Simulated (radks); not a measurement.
All-electron atom: the ruthenium ion Ru42+ in [He] (the NIST ground configuration). All-electron calculation, scalar-relativistic Kohn-Sham, r2SCAN, spin-polarised, spherical densities, finite nucleus; meta-GGA in the generalised Kohn-Sham scheme; Fermi nuclear charge, rms radius 4.4809 fm. Program: a radial shooting solver on a logarithmic mesh with Libxc functionals.

Unscreened Slater integrals over Kohn-Sham orbitals (eV). They are taken over the spin-up orbitals. Empty in this configuration: 2s.

F0(1s,1s): 771.93
F0(1s,2s): 256.57
G0(1s,2s): 26.888
F0(2s,2s): 182.47
